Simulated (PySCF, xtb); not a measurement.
Al(Me)(OMe)(NH2) (C2H8AlNO), SMILES C[O][Al]([CH3])[NH2].

GFN2-xTB in xtb at its own geometry gives an orbital gap of 4.22 eV and a dipole moment of 0.47 D.

The structure is a stationary point at PBE-D3(BJ)/def2-SVP. Other conformers were not sampled.

Task: What does ωB97X/def2-TZVP (PySCF) give? (Estimate from the structure and the level; the computed values follow.)

Result: gap 11.67 eV (levels -9.66 and 2.01 eV), dipole 1.45 D.
